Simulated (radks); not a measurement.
Results of a calculation; reference values are marked as such.
Coulomb parameter of the 5d shell of the tungsten ion W3+ in the model configuration [Xe] 4f14 5d2 6s1, as a second difference U = [E(n + 0.5) + E(n - 0.5) - 2 E(n)] / (0.5)^2 with all orbitals relaxed. "Bare": the charge of the atom changes with n. "Screened": the 6s shell takes up the change at fixed total charge, which measures U(5d,5d) + U(6s,6s) - 2 U(5d,6s). Code: a radial shooting solver on a logarithmic mesh with Libxc functionals. Model: scalar-relativistic Kohn-Sham, PBEsol, spin-unpolarised, spherical densities, point nucleus.

case	configuration	E - E(n) (eV)
start	[Xe] 4f14 5d2 6s1	0.000
bare +0.5	[Xe] 4f14 5d2.5 6s1	-15.291
bare -0.5	[Xe] 4f14 5d1.5 6s1	18.326
screened +0.5	[Xe] 4f14 5d2.5 6s0.5	-1.787
screened -0.5	[Xe] 4f14 5d1.5 6s1.5	2.019

U(bare) = 12.140 eV, U(screened by 6s) = 0.928 eV, against the Slater integral F0(5d,5d) = 14.361 eV with frozen orbitals.
